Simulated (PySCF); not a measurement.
The scaffold BH2-X carries different groups X. Gas-phase values, no solvent. One relaxed conformer stands for each flexible species; it need not be the lowest. Strings in code marks are SMILES.

The T1 excitation (TDA) from two functionals at the same geometries (M06-2X/def2-TZVP), both in PySCF: PBE-D3(BJ)/def2-TZVP and M06-2X/def2-TZVP. Excitations are Tamm–Dancoff values on a coarser integration grid. The basis has no diffuse functions, so Rydberg states are missing or too high.

```tsv
species	PBE-D3(BJ)/def2-TZVP (eV)
X = methylsulfinyl	3.18
X = difluoromethyl	3.54
X = ethynyl (`C(#C)B`)	3.27
X = methoxy	5.40
X = formyl	2.52
X = methylthio	3.95
X = boryl	4.02
X = fluoro (`BF`)	5.08
X = carboxy (`OC(B)=O`)	3.26
X = bromo (`BBr`)	3.76
```

What does M06-2X/def2-TZVP give for each?


- X = methylsulfinyl: 3.47
- X = difluoromethyl: 4.66
- X = ethynyl (`C(#C)B`): 3.74
- X = methoxy: 5.94
- X = formyl: 3.10
- X = methylthio: 4.35
- X = boryl: 4.31
- X = fluoro (`BF`): 5.59
- X = carboxy (`OC(B)=O`): 4.42
- X = bromo (`BBr`): 4.40
Over these rows, drawn at random from the members with no instability flagged (it was tested for open shells, ions and some series alone), PBE minus M06-2X: mean -0.60 eV, from -1.16 eV to -0.29 eV.
